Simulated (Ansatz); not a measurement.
The same path of BrH + CH6Si (10 atoms, charge 0, multiplicity 1) was run twice with different band settings. Lost on the way: Si1–C2, H6–Br7. Made: Si1–Br7, C2–H6.

The calculation used RKS PBE0-D4/def2-SVP in Ansatz 0.2.0.

Relaxed end points:

```xyz
10
Properties=species:S:1:pos:R:3
Si -0.965 0.491 0.130
C -0.139 -1.135 0.577
H -1.325 0.539 -1.320
H -2.210 0.697 0.934
H -0.049 1.645 0.415
H 2.104 1.506 -0.828
Br 2.492 0.673 -1.914
H -0.811 -1.981 0.367
H 0.783 -1.274 -0.007
H 0.119 -1.161 1.647
```

```xyz
10
Properties=species:S:1:pos:R:3
Si -0.902 1.827 -0.679
C 0.756 -1.811 0.748
H -1.929 1.864 -1.756
H -1.134 0.666 0.222
H -0.918 3.099 0.094
H 1.186 -1.060 0.071
Br 1.104 1.600 -1.624
H -0.170 -2.209 0.312
H 1.474 -2.630 0.892
H 0.533 -1.346 1.718
```

Common settings: movable images 5; climbing image yes; optimiser quadratic models (default); start path through a guess of the saddle point; force threshold 0.05 eV/Å; iteration limit 60; end points relaxed.

| run | spring |
| --- | --- |
| 1 | 5.0 eV/Å² |
| 2 | 0.5 eV/Å² |

Question: What does each run give, and how far can it be trusted?

Answer: Run 1: converged after 9 iterations, highest image 1.688 eV above the first end. Neighbouring images differ by up to 1.3 eV, so the band resolves the path poorly. A vibrational analysis at the climbing image gives one clearly imaginary mode, 509i cm⁻¹: a first-order saddle point.
Run 2: converged after 8 iterations, highest image 1.688 eV above the first end. Neighbouring images differ by up to 1.3 eV, so the band resolves the path poorly. Another band between the same ends (5 images) ends at a top of the same energy, where a vibrational analysis finds 1 clearly imaginary mode.
The orbitals stay closed-shell, which can raise the energy where a bond breaks towards radicals; this wasn't checked here.
